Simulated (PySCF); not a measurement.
Electron correlation in Os⁴⁶⁺ (osmium, charge +46)

[Ar] 3d10 4s2, closed-shell 1S. Calculation: PySCF 2.14, in an uncontracted even-tempered set (18 s from 5.6 bohr⁻², ratio 2.5; 13 p from 7.3 bohr⁻², ratio 2.5; 8 d from 13 bohr⁻², ratio 2.5; 4 f from 33 bohr⁻², ratio 2.7; 4 g from 50 bohr⁻², ratio 2.7); the spin-free X2C one-electron Hamiltonian (Gaussian nucleus). Frozen: [Ne]; 20 electrons correlated; the 29 highest virtual orbitals of each spin left out.

MP2 pair energies summed by pair of shells (mhartree):

```csv
pair,energy,share (%)
3d-3d,-420.81,42.8
3p-3d,-227.75,23.2
3d-4s,-100.83,10.3
3p-3p,-65.66,6.7
4s-4s,-56.60,5.8
3s-3d,-46.71,4.8
3p-4s,-29.12,3.0
3s-3p,-26.87,2.7
3s-3s,-4.46,0.5
3s-4s,-4.14,0.4
```

Total MP2 correlation energy: -982.94 mhartree.

MP2 falls well short for the outer s pair, which is nearly degenerate with np².

At this charge the one-electron X2C treatment keeps the bare 1/r₁₂, with no two-electron picture change or Breit term. The effect here is smaller than on the frozen 1s shell; and a scalar Hamiltonian misses the large spin-orbit splitting of the p shells, which matters for ns² → np² pairs.
